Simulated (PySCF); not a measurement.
C₄H₈NO, doublet, geometry from GFN2-xTB; DF-PBE0/6-311++G** run with PySCF.

Input for PySCF:
```python
from pyscf import gto, scf, dft
import numpy

mol = gto.Mole()
mol.atom = '''
    C     1.65976568   -0.94200713   -0.15316346
    C     0.79434405    0.14846511    0.13409617
    O     1.20802231    1.20512703    0.61524242
    N    -0.55375410   -0.02185898   -0.12037189
    C    -1.46771921    1.00555948    0.30337301
    C    -1.12854011   -1.21496915   -0.68598781
    H     1.31825804   -1.92677478   -0.40461224
    H     2.71033890   -0.79143733    0.01272719
    H    -2.06699405    1.35635046   -0.54033177
    H    -2.13777724    0.63240220    1.08330828
    H    -0.87815217    1.83123658    0.69893060
    H    -0.57182946   -1.53955070   -1.56552403
    H    -1.15861846   -2.03536458    0.03950843
    H    -2.15022780   -0.99715512   -0.99325006
'''
mol.basis = '6-311++g**'
mol.spin = 1
mol.verbose = 4
mol.build()
print('smallest overlap eigenvalue', numpy.linalg.eigvalsh(mol.intor('int1e_ovlp'))[0])

mf = dft.UKS(mol)
mf.xc = 'pbe0'
mf = mf.density_fit(auxbasis='def2-universal-jkfit')
mf = scf.addons.remove_linear_dep_(mf, threshold=1e-2, lindep=1e-2)
mf.kernel()
```

The log (banner, timings and long lists left out):

```
PySCF version 2.14.0

[INPUT] verbose = 4
[INPUT] num. atoms = 14
[INPUT] num. electrons = 47
[INPUT] charge = 0
[INPUT] spin (= nelec alpha-beta = 2S) = 1
[INPUT] symmetry False subgroup None
[INPUT] Mole.unit = angstrom
[INPUT] Symbol           X                Y                Z      unit          X                Y                Z       unit  Magmom
[...]
nuclear repulsion = 242.63798559384
number of shells = 100
number of NR pGTOs = 282
number of NR cGTOs = 188
basis = 6-311++g**
ecp = {}
input.py:30: DeprecationWarning: remove_linear_dep_ is deprecated and will be removed in a future release. Linear dependency handling is now built into the SCF procedure by default. Linear dependency removal can be controlled using the following settings:
  pyscf.scf.hf.remove_overlap_zero_eigenvalue = True
  pyscf.scf.hf.overlap_zero_eigenvalue_threshold = 1e-6

  mf = scf.addons.remove_linear_dep_(mf, threshold=1e-2, lindep=1e-2)
smallest overlap eigenvalue 2.2595530036626023e-05
Applying remove_linear_dep_ on SCF object.
Using canonical orthogonalization with threshold 0.01

******** <class 'pyscf.df.df_jk.DFUKS'> ********
method = DFUKS
initial guess = minao
damping factor = 0
level_shift factor = 0
DIIS = <class 'pyscf.scf.diis.CDIIS'>
diis_start_cycle = 1
diis_space = 8
diis_damp = 0
SCF conv_tol = 1e-09
SCF conv_tol_grad = None
SCF max_cycles = 50
direct_scf = False
number electrons alpha = 24  beta = 23
XC library pyscf.dft.libxc version 7.1.2
    S. Lehtola, C. Steigemann, M. J. T. Oliveira, and M. A. L. Marques,  SoftwareX 7, 1–5 (2018)
XC functionals = pbe0
    C. Adamo and V. Barone,  J. Chem. Phys. 110, 6158 (1999)
    M. Ernzerhof and G. E. Scuseria,  J. Chem. Phys. 110, 5029 (1999)
radial grids:
    Treutler-Ahlrichs [JCP 102, 346 (1995); DOI:10.1063/1.469408] (M4) radial grids

becke partition: Becke, JCP 88, 2547 (1988); DOI:10.1063/1.454033
pruning grids: <function nwchem_prune>
grids dens level: 3
symmetrized grids: False
atomic radii adjust function: <function treutler_atomic_radii_adjust>
small_rho_cutoff = 0
Set gradient conv threshold to 3.16228e-05
tot grids = 162920
******** <class 'pyscf.df.df.DF'> ********
auxbasis = def2-universal-jkfit
init E= -287.60786056257

cycle= 1 E= -286.72286416771  delta_E= 0.885  |g|= 0.639  |ddm|= 2.66
cycle= 2 E= -285.405552730095  delta_E= 1.32  |g|= 1.75  |ddm|= 1.46
cycle= 3 E= -286.870839702409  delta_E= -1.47  |g|= 0.228  |ddm|= 1.27
[...]
cycle= 22 E= -286.90312608493  delta_E= -9.87e-06  |g|= 0.00734  |ddm|= 0.00259
cycle= 23 E= -286.903127371889  delta_E= -1.29e-06  |g|= 0.00741  |ddm|= 0.00139
cycle= 24 E= -286.903118865334  delta_E= 8.51e-06  |g|= 0.00793  |ddm|= 0.0015
cycle= 25 E= -286.903121091448  delta_E= -2.23e-06  |g|= 0.00739  |ddm|= 0.00154
cycle= 26 E= -286.903112559391  delta_E= 8.53e-06  |g|= 0.00789  |ddm|= 0.00408
cycle= 27 E= -286.903149511282  delta_E= -3.7e-05  |g|= 0.00633  |ddm|= 0.00771
cycle= 28 E= -286.903162620258  delta_E= -1.31e-05  |g|= 0.00896  |ddm|= 0.0189
cycle= 29 E= -286.903166795051  delta_E= -4.17e-06  |g|= 0.00604  |ddm|= 0.0135
cycle= 30 E= -286.903168098143  delta_E= -1.3e-06  |g|= 0.00552  |ddm|= 0.0036
cycle= 31 E= -286.903169496445  delta_E= -1.4e-06  |g|= 0.00537  |ddm|= 0.00193
cycle= 32 E= -286.903169264619  delta_E= 2.32e-07  |g|= 0.00555  |ddm|= 0.00261
cycle= 33 E= -286.903166301278  delta_E= 2.96e-06  |g|= 0.00576  |ddm|= 0.00123
cycle= 34 E= -286.903176069401  delta_E= -9.77e-06  |g|= 0.0052  |ddm|= 0.00511
cycle= 35 E= -286.903155898464  delta_E= 2.02e-05  |g|= 0.00605  |ddm|= 0.0107
cycle= 36 E= -286.903178991209  delta_E= -2.31e-05  |g|= 0.0054  |ddm|= 0.0113
cycle= 37 E= -286.903172011011  delta_E= 6.98e-06  |g|= 0.00749  |ddm|= 0.00685
cycle= 38 E= -286.903174741018  delta_E= -2.73e-06  |g|= 0.00631  |ddm|= 0.00699
cycle= 39 E= -286.903169200556  delta_E= 5.54e-06  |g|= 0.00592  |ddm|= 0.00495
cycle= 40 E= -286.903160081953  delta_E= 9.12e-06  |g|= 0.00622  |ddm|= 0.00439
cycle= 41 E= -286.903159083562  delta_E= 9.98e-07  |g|= 0.00625  |ddm|= 0.000477
cycle= 42 E= -286.903154540131  delta_E= 4.54e-06  |g|= 0.00655  |ddm|= 0.00137
cycle= 43 E= -286.90316418233  delta_E= -9.64e-06  |g|= 0.00614  |ddm|= 0.00323
cycle= 44 E= -286.903163368803  delta_E= 8.14e-07  |g|= 0.00532  |ddm|= 0.0113
cycle= 45 E= -286.903181490767  delta_E= -1.81e-05  |g|= 0.00417  |ddm|= 0.00857
cycle= 46 E= -286.903173976402  delta_E= 7.51e-06  |g|= 0.00613  |ddm|= 0.00422
cycle= 47 E= -286.9031767773  delta_E= -2.8e-06  |g|= 0.00389  |ddm|= 0.00398
cycle= 48 E= -286.903170752207  delta_E= 6.03e-06  |g|= 0.00632  |ddm|= 0.0129
cycle= 49 E= -286.903172596333  delta_E= -1.84e-06  |g|= 0.00542  |ddm|= 0.00484
cycle= 50 E= -286.903172584211  delta_E= 1.21e-08  |g|= 0.00543  |ddm|= 0.00204
SCF not converged.
SCF energy = -286.903172584211 after 50 cycles  <S^2> = 0.75879039  2S+1 = 2.0087712
```

The run did not converge; its last values are not results.
